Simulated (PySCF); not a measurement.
Molecule: SMILES N([SiH2]C(=C)C)(C)C, C$_{5}$H$_{13}$NSi.

Bonds (- single, = double, # triple, : aromatic): C1=C2, C2-C3, C2-Si4, Si4-N5, N5-C6, N5-C7. C1 carries H8, H9; C3 carries H10, H11, H12; Si4 carries H13, H14; C6 carries H15, H16, H17; C7 carries H18, H19, H20. H9 is cis to C3; H8 is trans to C3.

Frames of a GFN2-xTB Langevin trajectory at 600 K; GIAO PBE0/pcSseg-1 shieldings in PySCF 2.14, gas phase, non-relativistic; equivalent atoms averaged within each frame.

Scale: ¹³C (σ = 186.93 ppm), ²⁹Si (σ = 349.16 ppm), ¹H (σ = 31.72 ppm) vs TMS; ¹⁵N (σ = 267.73 ppm) vs NH3 (reference shieldings calculated alike). The references are static minima.

How do the shifts (ppm) fluctuate along the trajectory?

Answers


```csv
time (fs),C2,C1,C6/C7,C3,Si4,N5,H9,H8,H13/H14,H15/H16/H17/H18/H19/H20
250,153.5,134.0,41.2,19.9,-12.1,19.9,6.66,5.63,5.33,2.46
425,169.1,149.1,42.1,31.0,-9.0,17.0,6.20,6.10,4.68,2.46
625,167.4,146.0,46.4,32.0,-33.4,27.3,6.31,6.23,5.54,3.53
800,140.8,129.0,45.9,15.5,-18.0,12.9,5.64,5.88,5.51,2.72
1000,164.2,135.2,54.9,29.0,-26.0,22.1,7.59,5.53,6.31,3.97
mean of frames,159.0,138.7,46.1,25.5,-19.7,19.8,6.48,5.88,5.47,3.03
standard deviation,11.9,8.5,5.4,7.4,10.0,5.4,0.72,0.30,0.58,0.69
```

5 frames give an uncertainty of the mean of about the standard deviation over 2.2 at best, since frames this close in time may not be independent; classical motion lacks zero-point vibration, and the reference would need the same averaging.
